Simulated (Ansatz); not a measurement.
`C[N](C)[Sn]([F])([N](C)C)[N](C)C` at its PBE0-D4/def2-TZVP geometry, where that method's forces vanish. Total charge 0; spin multiplicity 1. Sn: def2 effective core potential.

```xyz
29

C     1.0813   -1.7410   -1.7791
N    -0.2477   -1.2053   -1.6162
C    -1.2959   -2.1295   -1.9769
Sn   -0.5991    0.1699   -0.2147
F    -2.3521    0.8497   -0.6538
N     0.8449    1.5392   -0.3982
C     1.1762    2.0801   -1.6941
C     1.1230    2.4374    0.6947
N    -0.8668   -0.4519    1.6703
C     0.2071   -1.1460    2.3350
C    -1.7239    0.2884    2.5635
H     1.8341   -1.0060   -1.4834
H     1.2529   -2.6581   -1.1924
H     1.2615   -1.9935   -2.8330
H    -1.2794   -3.0545   -1.3793
H    -2.2767   -1.6645   -1.8583
H    -1.1943   -2.4185   -3.0315
H     0.6392    3.0148   -1.9156
H     0.9390    1.3628   -2.4833
H     2.2518    2.2968   -1.7528
H     0.8526    1.9796    1.6498
H     2.1959    2.6704    0.7342
H     0.5824    3.3931    0.6137
H    -0.1980   -1.8582    3.0666
H     0.8934   -0.4759    2.8786
H     0.8023   -1.7219    1.6205
H    -1.1859    1.0547    3.1457
H    -2.5223    0.7820    2.0063
H    -2.1955   -0.3940    3.2835
```

Question: What forces (eV/Å) does ωB97M-V/def2-TZVPP give on these atoms in Ansatz 0.2.0? (An estimate is asked.)

Answer: Computed: 
```
C1   0.287 -0.131 -0.076
N2  -0.055  0.265  0.163
C3  -0.220 -0.212 -0.111
Sn4  0.059 -0.030  0.003
F5  -0.013  0.011  0.002
N6  -0.192 -0.277  0.046
C7   0.104  0.128 -0.276
C8   0.099  0.217  0.225
N9  -0.005  0.053 -0.333
C10  0.215 -0.168  0.181
C11 -0.205  0.140  0.214
H12 -0.042 -0.042 -0.016
H13 -0.026  0.072 -0.043
H14 -0.009  0.017  0.083
H15  0.010  0.078 -0.041
H16  0.064 -0.032 -0.005
H17 -0.012  0.018  0.085
H18  0.038 -0.076  0.029
H19  0.015  0.042  0.047
H20 -0.085 -0.015  0.002
H21  0.011  0.021 -0.048
H22 -0.086 -0.014  0.001
H23  0.039 -0.079 -0.003
H24  0.039  0.056 -0.056
H25 -0.061 -0.039 -0.045
H26 -0.031  0.033  0.036
H27 -0.027 -0.063 -0.050
H28  0.053 -0.032  0.041
H29  0.037  0.059 -0.054
```
